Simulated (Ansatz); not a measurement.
`[Cl][GeH2][Br]` + H₂S → `[SH][GeH2][Cl]` + HBr at 400 K and 1 bar (ligand exchange at a Ge–Br bond).

Computed with Ansatz on PBE0-D4/def2-TZVP structures; ΔE is electronic, products minus reactants. CCSD(T)/CBS adds triple-zeta CCSD(T) − MP2 to the extrapolated MP2 energy (def2 sets, frozen cores). This one scheme is used for every species. For Br, Ge outer-core shells are correlated without core-valence functions, which leaves a few kJ/mol of doubt a bond. Scalar relativity is left out up to krypton. One conformer a species, not always the lowest.

```csv
species,CCSD(T)/CBS energy (Eh),H − E (kJ/mol),S (J/(mol·K))
`[Cl][GeH2][Br]`,-5110.48619,70.3,339.7
H₂S,-398.97279,53.4,215.9
`[SH][GeH2][Cl]`,-2935.52817,95.3,343.7
HBr,-2573.91920,27.6,207.2
```

H − E and S are ideal-gas, rigid-rotor, harmonic terms from PBE0-D4/def2-TZVP, for one conformer and one mirror image of each species. 1 Eh = 2625.50 kJ/mol, R = 8.31446 J/(mol·K).

Problem. By hand: ΔE, ΔH, ΔS and ΔG.

Solution. ΔE = (-2935.52817) + (-2573.91920) − (-5110.48619) − (-398.97279) = 0.01161 Eh = 30.5 kJ/mol. Δ(H − E) = 95.3 + 27.6 − 70.3 − 53.4 = -0.8, so ΔH = 29.7 kJ/mol. ΔS = 343.7 + 207.2 − 339.7 − 215.9 = -4.7 J/(mol·K). ΔG = 29.7 − 400 × (-4.7)/1000 = 31.6 kJ/mol.

Problem. By hand: the equilibrium constant, and the temperature at which ΔG would vanish if ΔH and ΔS stayed fixed.

Solution. log₁₀ K = −ΔG/(RT ln 10) = -4.1. ΔH and −TΔS have one sign here, so there is no such temperature.

The number of gas molecules stays the same, so ΔS is small and ΔH decides. A doubt of 5 kJ/mol in ΔE shifts log₁₀ K by 0.7 here. Other conformers and mirror images would add mixing entropy, several J/(mol·K) or more a flexible species. These are equilibria of isolated gas molecules and say nothing of rates. Largest T1 diagnostic: 0.010 (customary marks: 0.02 for closed shells, 0.045 for open ones).

ΔS is within the doubt of such terms, so its sign, and with it that verdict, could turn.
